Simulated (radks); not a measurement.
Q: The mean radii <r> (bohr) of the occupied orbitals of an atom or ion are listed with their occupations. All-electron calculation, Dirac Kohn-Sham, PBE, spin-unpolarised, spherical densities, finite nucleus; Fermi nuclear charge, rms radius of each element as measured or else 0.836 A^(1/3) + 0.57 fm. Program: a radial shooting solver on a logarithmic mesh with Libxc functionals.

orbital  occ.      <r>
1s1/2       2  0.09095
2s1/2       2   0.4416
2p1/2       2   0.4018
2p3/2       4   0.4041
3s1/2       2    1.310

Name the element and its charge. Open shells, if any, fill j = l - 1/2 first.

A: Z = 17, chlorine, charge +5: Cl5+ in [Ne] 3s2. The 1s radius gives Z: for a bare nucleus <r> = (2 gamma + 1)/(2Z) with gamma = sqrt(1 - (Z/c)^2), 0.08778 bohr for Z = 17, and screening makes it slightly larger (0.09095 here). The occupations add up to 12, and the charge is Z minus that.
